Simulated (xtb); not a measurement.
xtb input (GFN2-xTB):

```bash
xtb mol.xyz --gfn 2 --sp --chrg -1 --uhf 0
```
mol.xyz:
```
5

Te     0.25471891     0.08865069    -0.20027219
C     -1.38025393    -0.47857330     1.09351974
H     -1.02245318    -1.15527232     1.86365400
H     -2.10754438    -0.99218006     0.46527763
H     -1.83386232     0.40905636     1.52410392
```

Output:

```
           -------------------------------------------------
          |                Calculation Setup                |
           -------------------------------------------------

           -------------------------------------------------
          |                 G F N 2 - x T B                 |
           -------------------------------------------------

        Reference                      10.1021/acs.jctc.8b01176
      * Hamiltonian:
        H0-scaling (s, p, d)           1.850000    2.230000    2.230000
        zeta-weighting                 0.500000
      * Dispersion:
        s8                             2.700000
        a1                             0.520000
        a2                             5.000000
        s9                             5.000000
      * Repulsion:
        kExp                           1.500000    1.000000
        rExp                           1.000000
      * Coulomb:
        alpha                          2.000000
        third order                    shell-resolved
        anisotropic                    true
        a3                             3.000000
        a5                             4.000000
        cn-shift                       1.200000
        cn-exp                         4.000000
        max-rad                        5.000000

          ...................................................
          :                      SETUP                      :
          :.................................................:
          :  # basis functions                  17          :
          :  # atomic orbitals                  16          :
          :  # shells                            8          :
          :  # electrons                        14          :
          :  max. iterations                   250          :
          :  Hamiltonian                  GFN2-xTB          :
          :  restarted?                      false          :
          :  GBSA solvation                  false          :
          :  PC potential                    false          :
          :  electronic temp.          300.0000000     K    :
          :  accuracy                    1.0000000          :
          :  -> integral cutoff          0.2500000E+02      :
          :  -> integral neglect         0.1000000E-07      :
          :  -> SCF convergence          0.1000000E-05 Eh   :
          :  -> wf. convergence          0.1000000E-03 e    :
          :  Broyden damping             0.4000000          :
          :  net charge                         -1          :
          :  unpaired electrons                  0          :
          ...................................................

 iter      E             dE          RMSdq      gap      omega  full diag
   1     -6.9320933 -0.693209E+01  0.279E+01    3.87       0.0  T
   2     -6.9379612 -0.586781E-02  0.172E+01    4.13       1.0  T
   3     -6.9403186 -0.235743E-02  0.155E+00    4.49       1.0  T
   4     -6.9405396 -0.220973E-03  0.797E-01    4.52       1.0  T
   5     -6.9406081 -0.685622E-04  0.250E-01    4.48       1.0  T
   6     -6.9406280 -0.199244E-04  0.870E-02    4.50       1.0  T
   7     -6.9406297 -0.167456E-05  0.912E-03    4.49       4.9  T
   8     -6.9406297 -0.833995E-08  0.668E-04    4.49      67.0  T
   9     -6.9406297 -0.289457E-11  0.373E-04    4.49     119.8  T

   *** convergence criteria satisfied after 9 iterations ***

         #    Occupation            Energy/Eh            Energy/eV
      -------------------------------------------------------------
         1        2.0000           -0.4243665             -11.5476
         2        2.0000           -0.3549043              -9.6574
         3        2.0000           -0.2537780              -6.9057
         4        2.0000           -0.2514049              -6.8411
         5        2.0000           -0.1245923              -3.3903
         6        2.0000           -0.0116962              -0.3183
         7        2.0000           -0.0113465              -0.3088 (HOMO)
         8                          0.1537268               4.1831 (LUMO)
         9                          0.3663363               9.9685
        10                          0.3715391              10.1101
        11                          0.3912316              10.6460
        12                          0.4442974              12.0899
       ...                                ...                  ...
        16                          0.7603664              20.6906
      -------------------------------------------------------------
                  HL-Gap            0.1650733 Eh            4.4919 eV
             Fermi-level            0.0711901 Eh            1.9372 eV

 SCC (total)                   0 d,  0 h,  0 min,  0.003 sec
 SCC setup                      ...        0 min,  0.000 sec (  4.203%)
 Dispersion                     ...        0 min,  0.000 sec (  2.093%)
 classical contributions        ...        0 min,  0.000 sec (  0.869%)
 integral evaluation            ...        0 min,  0.001 sec ( 17.088%)
 iterations                     ...        0 min,  0.002 sec ( 55.051%)
 molecular gradient             ...        0 min,  0.001 sec ( 16.236%)
 printout                       ...        0 min,  0.000 sec (  3.989%)

         :::::::::::::::::::::::::::::::::::::::::::::::::::::
         ::                     SUMMARY                     ::
         :::::::::::::::::::::::::::::::::::::::::::::::::::::
         :: total energy              -6.883818051516 Eh    ::
         :: gradient norm              0.023793142730 Eh/a0 ::
         :: HOMO-LUMO gap              4.491873252804 eV    ::
         ::.................................................::
         :: SCC energy                -6.940629673309 Eh    ::
         :: -> isotropic ES            0.144511598982 Eh    ::
         :: -> anisotropic ES         -0.021212336409 Eh    ::
         :: -> anisotropic XC         -0.025114975129 Eh    ::
         :: -> dispersion             -0.003145193189 Eh    ::
         :: repulsion energy           0.056811621793 Eh    ::
         :: add. restraining           0.000000000000 Eh    ::
         :: total charge              -1.000000000000 e     ::
         :::::::::::::::::::::::::::::::::::::::::::::::::::::

           -------------------------------------------------
          |                Property Printout                |
           -------------------------------------------------

    * Orbital Energies and Occupations

         #    Occupation            Energy/Eh            Energy/eV
      -------------------------------------------------------------
         1        2.0000           -0.4243665             -11.5476
         2        2.0000           -0.3549043              -9.6574
         3        2.0000           -0.2537780              -6.9057
         4        2.0000           -0.2514049              -6.8411
         5        2.0000           -0.1245923              -3.3903
         6        2.0000           -0.0116962              -0.3183
         7        2.0000           -0.0113465              -0.3088 (HOMO)
         8                          0.1537268               4.1831 (LUMO)
         9                          0.3663363               9.9685
        10                          0.3715391              10.1101
        11                          0.3912316              10.6460
        12                          0.4442974              12.0899
        13                          0.4531879              12.3319
        14                          0.4991880              13.5836
        15                          0.5022340              13.6665
        16                          0.7603664              20.6906
      -------------------------------------------------------------
Note: The following floating-point exceptions are signalling: IEEE_DENORMAL
normal termination of xtb
                  HL-Gap            0.1650733 Eh            4.4919 eV
             Fermi-level            0.0711901 Eh            1.9372 eV

     #   Z          covCN         q      C6AA      α(0)
     1  52 Te       0.893    -0.410   463.601    40.129
     2   6 C        3.666    -0.103    22.758     6.841
     3   1 H        0.925    -0.162     8.304     4.506
     4   1 H        0.925    -0.163     8.401     4.533
     5   1 H        0.925    -0.162     8.304     4.506

 Mol. C6AA /au·bohr⁶  :       1212.407801
 Mol. C8AA /au·bohr⁸  :      73915.474067
 Mol. α(0) /au        :         60.515147

Wiberg/Mayer (AO) data.
largest (>0.10) Wiberg bond orders for each atom

 ---------------------------------------------------------------------------
     #   Z sym  total        # sym  WBO       # sym  WBO       # sym  WBO
 ---------------------------------------------------------------------------
     1  52 Te   0.510 --     2 C    0.686
     2   6 C    3.780 --     4 H    1.034     5 H    1.030     3 H    1.030
                             1 Te   0.686
     3   1 H    0.974 --     2 C    1.030
     4   1 H    0.973 --     2 C    1.034
     5   1 H    0.974 --     2 C    1.030
 ---------------------------------------------------------------------------

Topologies differ in total number of bonds
Writing topology from bond orders to xtbtopo.mol

molecular dipole:
                 x           y           z       tot (Debye)
 q only:        1.595       0.559      -1.236
   full:        0.046       0.013      -0.048       0.173
molecular quadrupole (traceless):
                xx          xy          yy          xz          yz          zz
 q only:       -3.178      -2.618       3.415       5.874       2.056      -0.236
  q+dip:       -3.586      -2.978       3.876       6.613       2.299      -0.290
   full:       -1.018      -0.845       1.092       1.862       0.648      -0.074

           -------------------------------------------------
          | TOTAL ENERGY               -6.883818051516 Eh   |
          | GRADIENT NORM               0.023793142730 Eh/α |
          | HOMO-LUMO GAP               4.491873252804 eV   |
           -------------------------------------------------

------------------------------------------------------------------------
------------------------------------------------------------------------
 total:
 SCF:
```

This state (charge -1, singlet) is run at the relaxed geometry of the species with charge 0 and multiplicity 2.
